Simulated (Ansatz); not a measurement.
Geometry optimisation, RKS PBE/def2-SVP (Ansatz).

Input file:

```yaml
crystal:
  periodic: [false, false, false]
  atoms:
    - { symbol: W, position_ang: [-0.019383, 0.39334, 0.451896] }
    - { symbol: Cl, position_ang: [0.88994, -0.373885, 2.486684] }
    - { symbol: H, position_ang: [1.47382, -0.260028, -0.020985] }
    - { symbol: Cl, position_ang: [0.014819, 2.487914, -0.465433] }
    - { symbol: H, position_ang: [-1.427166, -0.439925, 0.012971] }
    - { symbol: H, position_ang: [0.126124, -1.189488, -0.068172] }
    - { symbol: H, position_ang: [0.163145, 0.052071, -1.17566] }
basis:
  gaussian: { orbitals: def2-SVP }
hamiltonian:
  xc: pbe
relax:
  f_tol: 0.03
  max_steps: 50
```

Run as:

```bash
$ ansatz run input.yaml --threads 1 --pin off --max-ram 2048MiB --backend cpu --events-out ev --progress --plain --runs-dir out
```

Question: Where does it end, and by what steps?

Answer: It converged. After 7 steps the energy has fallen by 0.109 eV; H3 moved furthest, 0.31 Å.

| step | energy less start (eV) | largest force component (eV/Å) | accepted |
| --- | --- | --- | --- |
| 0 | 0.0000 | 1.070 | yes |
| 1 | -0.0629 | 0.223 | yes |
| 2 | -0.0877 | 0.141 | yes |
| 3 | -0.0611 | 0.970 | no |
| 4 | -0.1031 | 0.091 | yes |
| 5 | -0.1074 | 0.120 | yes |
| 6 | -0.1078 | 0.035 | yes |
| 7 | -0.1095 | 0.004 | yes |

```xyz
7
Properties=species:S:1:pos:R:3
W 0.097 0.396 0.485
Cl 0.667 -0.471 2.530
H 1.499 -0.097 -0.277
Cl 0.057 2.479 -0.473
H -1.332 -0.366 0.020
H 0.235 -1.224 0.067
H -0.002 -0.047 -1.131
```

Whether the end is a true minimum wasn't checked by a vibrational analysis.

Time of the run: 27 s on 1 thread of Arm Neoverse V2 (shared host), peak memory 0.12 GiB.
